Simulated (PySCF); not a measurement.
# Excitation energy of Be⁺ by level of theory

Be⁺ [He] 2s1 (2S) → Be⁺ [He] 3d1 (2D), as a difference of total energies. Calculation: PySCF 2.14, in aug-cc-pCVTZ-DK (7s6p4d2f, 59 functions); scalar relativity by spin-free X2C-1e. Correlated levels: valence and next inner shell: nothing frozen. The calculations carry no spin-orbit coupling.

```tsv
method	excitation energy (eV)
UHF	12.264
CCSD (valence and next inner shell)	12.324
CCSD(T) (valence and next inner shell)	12.324
CCSDT (valence and next inner shell)	12.324
```

Problem. Estimate what MP2 (valence and next inner shell) gives.

Solution. 12.318 eV, closest to CCSD (valence and next inner shell) among the rows shown.

Problem. Estimate what SCS-MP2 (valence and next inner shell) gives.

Solution. 12.312 eV, closest to CCSD (valence and next inner shell) among the rows shown.

Errors of the correlated levels include the incompleteness of this basis.

The promoted electron is Rydberg-like, and one or two diffuse shells describe it only roughly, which tends to raise the upper state.

For comparison: 12.157 eV (measured; NIST levels, between the centres of gravity of the two terms).
